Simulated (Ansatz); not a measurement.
`OC[SiH](O)S` + HCl → `OC[SiH](S)Cl` + H₂O  (ligand exchange at the Si–O bond)

Calculated with Ansatz (gas phase, PBE0-D4/def2-TZVP geometries, no zero-point term in ΔE). CCSD(T)/CBS adds triple-zeta CCSD(T) − MP2 to the extrapolated MP2 energy (def2 sets, frozen cores). This one scheme is used for every species. Functionals use def2-TZVPP. B3LYP here is the variant with VWN-RPA as its local correlation; programs differ in this. One conformer a species, not always the lowest.

```csv
level,ΔE (kJ/mol),difference from CCSD(T)/CBS
PBE-D4,-4.5,-1.0
r2SCAN-D4,1.1,4.6
PBE0-D4,-6.0,-2.5
B3LYP-D4,0.4,3.9
ωB97X-V,-0.1,3.4
ωB97M-V,-0.7,2.8
B2PLYP,2.3,5.8
PBE,-2.6,0.9
r2SCAN,1.5,5.0
PBE0,-4.2,-0.7
B3LYP,3.6,7.1
HF/def2-TZVPP,4.0,7.5
MP2/def2-TZVPP,-2.8,0.7
SCS-MP2/def2-TZVPP,1.0,4.5
CCSD/def2-TZVPP,3.1,6.6
CCSD(T)/def2-TZVPP,2.4,5.9
HF/def2-QZVPP,4.2,7.7
MP2/def2-QZVPP,-6.2,-2.7
SCS-MP2/def2-QZVPP,-2.2,1.3
HF/CBS(def2),4.2,7.7
MP2/CBS(def2),-8.7,-5.2
CCSD/CBS(def2),-2.8,0.7
CCSD(T)/CBS,-3.5,0
```

Largest T1 diagnostic among the species: 0.011.

The D4 term adds −3.2 kJ/mol with B3LYP and −1.8 kJ/mol with PBE0; it sums over pairs of atoms, weighted by their polarisabilities, and B3LYP, whose exchange is more repulsive, gets the larger term.
